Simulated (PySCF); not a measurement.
Working out the ionisation energy of Ag

Ag [Kr] 4d10 5s1 (2S) → Ag⁺ [Kr] 4d10 (1S). Computed with PySCF 2.14 in cc-pVDZ-PP with ECP28MDF, with a scalar-relativistic core potential. Frozen: 4s2 4p6. Energies in hartree (1 hartree = 27.21139 eV):

```csv
part,Ag (lower),Ag⁺ (upper)
UHF,-146.054086,-145.820491
CCSD correlation,-0.276687,-0.252250
(T),-0.005009,-0.003116
```

Problem. What does Hartree-Fock give?

Solution. (-145.820491) − (-146.054086) = 0.233595 hartree = 6.356 eV.

Problem. What do CCSD and CCSD(T) give?

Solution. The CCSD correlation energies differ by 0.024437 hartree = 0.665 eV and the triples by 0.001893 hartree = 0.052 eV, so CCSD gives 7.021 eV and CCSD(T) 7.073 eV.

Measured between the centres of the two terms (NIST): 7.576 eV, so CCSD(T) (valence) is off by -0.503 eV.

A double-zeta basis recovers only part of the correlation energy.

What remains against the reference includes basis incompleteness, the frozen core and higher excitations.
